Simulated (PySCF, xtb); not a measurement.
C2Cl3, SMILES ClC(=[C]Cl)Cl (connectivity only; charge and spin as stated), charge +1, multiplicity 1.

Harmonic wavenumbers (cm⁻¹) from GFN2-xTB run with xtb 6.7.1 at its own minimum, in rising order: 64, 172, 202, 316, 387, 453, 651, 881, 1802.

### Question
What does B3LYP-D3(BJ)/def2-SVP in PySCF give at its own minimum? (The exact figures need the calculation; the answer reports its results.)

### Answer
77, 150, 240, 442, 477, 481, 907, 945, 1834. Paired by order, the mean absolute difference is 75 cm⁻¹ and the zero-point energies are 7.0 and 7.9 kcal/mol.
